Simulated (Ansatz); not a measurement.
PBE exchange is replaced step by step with exact exchange (0 % is PBE, 25 % PBE0; no dispersion term), basis def2-SVP, Ansatz. System: `CCCCCCCCCCCCCCCCCCS`. Total charge 0; singlet. Geometry: PBE-D4/def2-SVP.

Geometry of the singlet:

Cartesian coordinates in Å:
```
C 0.950 -7.619 -5.825
C 0.326 -6.421 -5.109
C 1.297 -5.247 -4.937
C 0.700 -4.000 -4.270
C 0.293 -4.190 -2.803
C -0.305 -2.943 -2.137
C 0.664 -1.768 -1.974
C 0.052 -0.562 -1.256
C 1.019 0.617 -1.107
C 0.431 1.860 -0.425
C 0.085 1.669 1.057
C -0.520 2.901 1.746
C 0.407 4.124 1.810
C -0.156 5.341 2.571
C 0.158 5.395 4.077
C -0.380 4.256 4.953
C -1.906 4.170 5.019
C -2.437 3.009 5.863
S -2.014 3.071 7.654
H 0.228 -8.453 -5.943
H 1.825 -8.012 -5.265
H 1.309 -7.343 -6.839
H -0.568 -6.071 -5.673
H -0.056 -6.745 -4.117
H 1.694 -4.966 -5.937
H 2.182 -5.588 -4.351
H -0.188 -3.661 -4.852
H 1.439 -3.173 -4.343
H 1.181 -4.528 -2.221
H -0.445 -5.018 -2.729
H -0.696 -3.223 -1.134
H -1.193 -2.607 -2.720
H 1.565 -2.111 -1.415
H 1.039 -1.442 -2.970
H -0.853 -0.224 -1.811
H -0.315 -0.886 -0.257
H 1.390 0.901 -2.117
H 1.920 0.283 -0.543
H 1.156 2.695 -0.530
H -0.483 2.184 -0.975
H 1.004 1.359 1.605
H -0.627 0.823 1.164
H -0.831 2.611 2.771
H -1.460 3.191 1.221
H 0.648 4.436 0.771
H 1.382 3.825 2.260
H -1.254 5.405 2.402
H 0.258 6.267 2.120
H 1.263 5.438 4.199
H -0.223 6.360 4.480
H 0.036 3.282 4.610
H 0.004 4.399 5.987
H -2.326 4.052 3.994
H -2.313 5.126 5.414
H -2.108 2.031 5.454
H -3.546 2.999 5.855
H -0.703 2.723 7.525
```

Single mean-field runs in def2-SVP are fitted with def2-universal-jkfit.

```tsv
exact exchange (%)	HOMO (eV)	LUMO (eV)	gap (eV)
0	-5.31	0.05	5.36
5	-5.57	0.24	5.81
10	-5.83	0.43	6.26
15	-6.09	0.62	6.71
25	-6.62	0.99	7.61
35	-7.14	1.37	8.51
50	-7.93	1.92	9.85
```
